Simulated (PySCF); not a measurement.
## BeS: frontier orbitals

BLYP at R = 1.759 Å; basis Be def2-SVPD, S def2-SVPD; no relativity; PySCF 2.14. State: ¹Σ⁺ (singlet), closed shell. Only the outer orbitals are listed, counted within each symmetry.

```tsv
orbital	occ.	ε (eV)	on Be (%)	main shells (%)
5σ	2	-15.85	2	96 S s
6σ	2	-7.43	28	66 S p, 22 Be s
2π	2	-5.75	19	80 S p, 19 Be p
2π	2	-5.75	19	80 S p, 19 Be p
7σ	0	-4.78	83	45 Be p, 38 Be s, 9 S p
3π	0	-1.33	89	89 Be p, 11 S p
3π	0	-1.33	89	89 Be p, 11 S p
```

Problem. Which are the highest filled and the lowest empty level, where do they sit, and how wide is the gap?

Solution. Highest filled 2π at -5.75 eV (in %: 80 S p, 19 Be p); lowest empty 7σ at -4.78 eV (in %: 45 Be p, 38 Be s, 9 S p); the gap at BLYP is 0.97 eV.

```json
{
 "bond order (Mayer)": "2.01",
 "⟨S²⟩": "0.000",
 "charge on Be (Mulliken, basis-dependent)": "0.65",
 "charge on Be (Löwdin, basis-dependent)": "0.33",
 "dipole moment (positive dipole means Be(−)S(+))": "-5.05 D"
}
```
